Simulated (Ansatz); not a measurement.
```yaml
crystal:
  periodic: [false, false, false]
  atoms:
    - {symbol: Ga, position_ang: [0.109323, 0.182615, -0.000860]}
    - {symbol: H, position_ang: [1.665589, 0.016624, 0.013218]}
    - {symbol: H, position_ang: [-0.772141, 1.475811, -0.020409]}
    - {symbol: Cl, position_ang: [-1.002770, -1.675051, 0.008052]}
basis:
  gaussian: {orbitals: cc-pVTZ}
hamiltonian: {xc: {name: wB97X-V}, pseudopotentials: {relativity: none}}
scf: {lower_state_search: off}
output: {forces: true}
```

```sh
$ ansatz run in.yaml --threads 4 --pin off --events-out ev --progress --plain --max-ram 3916MiB
```

It prints (some lines left out):

```
Functional definition: wB97X-V
800 factors; their error is unknown
163 factors; integrals over basis functions are off by at most 3.8e-5 eV
mean field evaluation 1: about -64928.0694 eV, gradient 2.1e1 eV
mean field evaluation 2: about -64928.5474 eV, gradient 1.8e1 eV
mean field evaluation 4: about -64929.0305 eV, gradient 5.6e-1 eV
mean field evaluation 8: about -64929.2106 eV, gradient 1.9e-1 eV
mean field evaluation 16: about -64929.2106 eV, gradient 7.1e-6 eV
mean field -64929.21062742 eV, -2386.1044799582 hartree, gradient 7.1e-6 eV, S^2 0.000000; 0 other end points of the search recorded, 0 dependent functions left out
reference -64929.21062559 eV, -2386.1044798909 hartree; 25, 25 occupied and 80, 80 virtual orbitals, 800 factors
Total energy: -64929.21062559 eV, -2386.1044798909 hartree
Atom 0 at     0.109323     0.182615    -0.000860 Å, force    -0.044007    -0.073514     0.000231 eV/Å
Atom 1 at     1.665589     0.016624     0.013218 Å, force    -0.234709     0.045735    -0.002279 eV/Å
Atom 2 at    -0.772141     1.475811    -0.020409 Å, force     0.151185    -0.185255     0.003044 eV/Å
Atom 3 at    -1.002770    -1.675051     0.008052 Å, force     0.127532     0.213033    -0.000996 eV/Å
Dipole moment:     0.227050     0.379269    -0.001806 e Å
Checks for a lower state left out: stability, starts, cluster_reference, orbital_swaps, neighbouring_geometries, increment
```

Run time 1.6 s (4 threads of Arm Neoverse V1 on a shared host).
